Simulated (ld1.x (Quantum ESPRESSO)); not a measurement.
## vanadium: variants of one ultrasoft potential

Base potential:

vanadium (V), ultrasoft, made with ld1.x (Quantum ESPRESSO) 7.5 (PBE, fully relativistic). Core [Ar], reference 3d3 4s2 4p0. Waves: 4s (bound): rcut 2.40, rcutus 3.20 bohr; 4s channel at 1.8 Ry: rcut 2.40, rcutus 3.20 bohr; 4p (bound, empty): rcut 0.90, rcutus 1.10 bohr; 4p channel at 1.8 Ry: rcut 0.90, rcutus 1.10 bohr; 3d (bound): rcut 1.10, rcutus 1.25 bohr; 3d channel at 0.75 Ry: rcut 1.10, rcutus 1.25 bohr. Local part: all-electron potential smoothed inside 2.55 bohr (lloc = -2). Core correction: a·sin(br)/r model core inside 1.05 bohr. Augmentation charge: PSQ, inside the norm-conserving radii.

Open shells are filled in proportion to 2j + 1 (rel_dist='average').

Cutoffs, loose and tight: the cutoffs (Ry, on a coarse ladder) from which the occupation-weighted sum of valence levels, in a spherical-Bessel basis at the reference potential, stays within 10 and 1 mRy of its value at 400 Ry. They do not see the model core or the augmentation charge, which bear on the density cutoff. Test errors are all-electron minus pseudo excitation energies from the reference, over the configurations 3d3 4s1 4p0; 3d3 4s0 4p0; 3d2 4s0 4p0; 3d3.5 4s1.5 4p0; 3d1 4s0 4p0; 3d2 4s2 4p1; 3d3 4s0 4p2. A dash means not determined; rows that change the core or the reference have their own tests. The largest error is taken over the tests solved by every variant that gives reliable tests at all: 3d1 4s0 4p0; 3d2 4s0 4p0; 3d3 4s0 4p0; 3d3 4s1 4p0; 3d3.5 4s1.5 4p0.

A true bound ghost makes a file unfit for plane-wave use even where its test errors are small: the radial tests pick states by their node count and pass the ghost by. Where a test does run into it, the solver fails or the error is huge.

For the base: The 4p radius (1.10 bohr) lies inside the outermost node of the all-electron wave (1.30 bohr), which a nodeless pseudo-wave cannot match soundly.

| change | outcome | cutoff, loose | cutoff, tight | bound ghosts | largest test error (meV) |
| --- | --- | --- | --- | --- | --- |
| base | generated | 70 Ry | 110 Ry | p1/2, p3/2 | -2291 |
| waves 3d (bound): rcut 0.78, rcutus 0.82 bohr; 3d channel at 0.75 Ry: rcut 0.78, rcutus 0.82 bohr | generated | 140 Ry | 230 Ry | p1/2, p3/2 | -2407 |
| waves 3d (bound): rcut 0.88, rcutus 0.94 bohr; 3d channel at 0.75 Ry: rcut 0.88, rcutus 0.94 bohr | generated | 110 Ry | 180 Ry | p1/2, p3/2 | -2386 |
| waves 3d (bound): rcut 1.02, rcutus 1.08 bohr; 3d channel at 0.75 Ry: rcut 1.02, rcutus 1.08 bohr | generated | 90 Ry | 140 Ry | p1/2, p3/2 | -2475 |
| waves 3d (bound): rcut 1.10, rcutus 1.24 bohr; 3d channel at 0.75 Ry: rcut 1.10, rcutus 1.24 bohr | generated | 70 Ry | 110 Ry | p1/2, p3/2 | -2291 |
| waves 3d (bound): rcut 1.10, rcutus 1.40 bohr; 3d channel at 0.75 Ry: rcut 1.10, rcutus 1.40 bohr | generated | 50 Ry | 80 Ry | p1/2, p3/2 | -2204 |
| waves 3d (bound): rcut 1.10, rcutus 1.56 bohr; 3d channel at 0.75 Ry: rcut 1.10, rcutus 1.56 bohr | generated | 40 Ry | 70 Ry | p1/2, p3/2 | -2244 |
| waves 3d (bound): rcut 1.10, rcutus 1.70 bohr; 3d channel at 0.75 Ry: rcut 1.10, rcutus 1.70 bohr | generated | 35 Ry | 50 Ry | p1/2, p3/2 | -2264 |
| waves 3d (bound): rcut 1.10, rcutus 1.90 bohr; 3d channel at 0.75 Ry: rcut 1.10, rcutus 1.90 bohr | generated | 30 Ry | 40 Ry | p1/2, p3/2 | -2204 |

Reading the sweep of the d radius (base included, trends over the rows without a ghost): Bound ghosts are found at 0.82, 0.94, 1.08, 1.24, 1.25, 1.4, 1.56, 1.7, 1.9 bohr. Every judged row has one, so this setting neither creates nor removes them.
